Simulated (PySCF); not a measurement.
1,1,1,2-tetrafluoroethane (C2H2F4), SMILES FC(F)(F)CF. Atoms are numbered in the order given.

```xyz
8

F      0.1603     1.9605     0.0000
C     -0.7378     0.9237     0.0000
C     -0.0027    -0.4120     0.0000
F      0.7773    -0.5513     1.0902
F      0.7773    -0.5513    -1.0902
F     -0.9145    -1.4139     0.0000
H     -1.3799     0.9672     0.9063
H     -1.3799     0.9672    -0.9063
```

Geometry optimised at PBE-D3(BJ)/def2-SVP.

Computed with SMD-ωB97X/def2-SVP (PySCF).

Solvation free energies are E(SMD) − E(gas) at the gas-phase geometry, for 1 M in both phases. In vacuum the dipole moment is 2.01 D.

| solvent | ΔG(solv) (kcal/mol) | its non-electrostatic (CDS) part | dipole (D) |
|---|---|---|---|
| water | … | … | … |
| dimethylsulfoxide | -2.6 | 2.2 | 2.48 |
| benzene | -1.6 | 0.5 | 2.22 |

Q: What belongs in the gaps? (Estimate from the structure and the level; the computed values follow.)

A: 
- water, ΔG(solv) (kcal/mol): -0.5
- water, its non-electrostatic (CDS) part: 4.3
- water, dipole (D): 2.49
